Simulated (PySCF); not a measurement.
CH7ClOSi2, SMILES [SiH2](OC[SiH3])Cl. Geometry optimised at B3LYP-D3(BJ)/def2-SVP. This is a generated structure with no PubChem entry under its InChIKey; it may be hypothetical. One conformer was computed; it need not be the lowest.

Computed equilibrium geometry at B3LYP-D3(BJ)/def2-SVP (PySCF confirms it by a frequency run) as bond lengths and angles (one conformer of several):
Atoms: Si1 C2 O3 Si4 Cl5 H6 H7 H8 H9 H10 H11 H12. Bonded distances (Å): Si1–C2 1.907, Si1–H6 1.493, Si1–H7 1.491, Si1–H8 1.490, C2–O3 1.428, C2–H9 1.103, C2–H10 1.106, O3–Si4 1.653, Si4–Cl5 2.083, Si4–H11 1.478, Si4–H12 1.486. Angles (°): C2–Si1–H6 109.3, C2–Si1–H7 109.5, C2–Si1–H8 109.8, H6–Si1–H7 109.5, H6–Si1–H8 109.7, H7–Si1–H8 109.1, Si1–C2–O3 111.2, Si1–C2–H9 109.6, Si1–C2–H10 110.7, O3–C2–H9 107.8, O3–C2–H10 111.1, H9–C2–H10 106.3, C2–O3–Si4 126.8, O3–Si4–Cl5 109.6, O3–Si4–H11 106.5, O3–Si4–H12 112.3, Cl5–Si4–H11 109.7, Cl5–Si4–H12 106.4, H11–Si4–H12 112.4.
Charge 0, spin multiplicity 1.
